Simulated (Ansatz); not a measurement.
Start from `CC[SiH](Cl)O[SiH3]` and change one atom or group to get `N[SiH](Cl)O[SiH3]`.

Ansatz, PBE0-D4/def2-TZVP geometries, multiplicity 1. Each molecule was computed in one conformer, which needn't be the lowest.

```tsv
property	`CC[SiH](Cl)O[SiH3]`
HOMO–LUMO gap (ωB97M-V/def2-TZVPP) / eV	12.29
zero-point energy (PBE0-D4/def2-TZVP) / kJ/mol	279.9
HOMO–LUMO gap (B3LYP/def2-TZVPP) / eV	8.00
HOMO–LUMO gap (PBE0/def2-TZVPP) / eV	8.41
HOMO energy (ωB97M-V/def2-TZVPP) / eV	-10.57
HOMO energy (PBE/def2-TZVPP) / eV	-7.00
```

(1) What does the change do to each property? (Estimate.)

Results:

(1) Computed: 
```json
{"property": "HOMO–LUMO gap (ωB97M-V/def2-TZVPP) / eV", "`N[SiH](Cl)O[SiH3]`": "12.20", "shift": "-0.09"}
{"property": "zero-point energy (PBE0-D4/def2-TZVP) / kJ/mol", "`N[SiH](Cl)O[SiH3]`": "176.4", "shift": "-103.5"}
{"property": "HOMO–LUMO gap (B3LYP/def2-TZVPP) / eV", "`N[SiH](Cl)O[SiH3]`": "7.70", "shift": "-0.30"}
{"property": "HOMO–LUMO gap (PBE0/def2-TZVPP) / eV", "`N[SiH](Cl)O[SiH3]`": "8.19", "shift": "-0.22"}
{"property": "HOMO energy (ωB97M-V/def2-TZVPP) / eV", "`N[SiH](Cl)O[SiH3]`": "-10.38", "shift": "0.19"}
{"property": "HOMO energy (PBE/def2-TZVPP) / eV", "`N[SiH](Cl)O[SiH3]`": "-6.56", "shift": "0.44"}
```

With PBE0 the HOMO rises by 0.32 eV and the LUMO rises by 0.10 eV, so the gap narrows by about 0.22 eV. PBE moves the HOMO by 0.44 eV and ωB97M-V by 0.19 eV. The zero-point energy changes by -103.5 kJ/mol with -12 modes.

B3LYP here is the variant with VWN-RPA as its local correlation; programs differ in this.
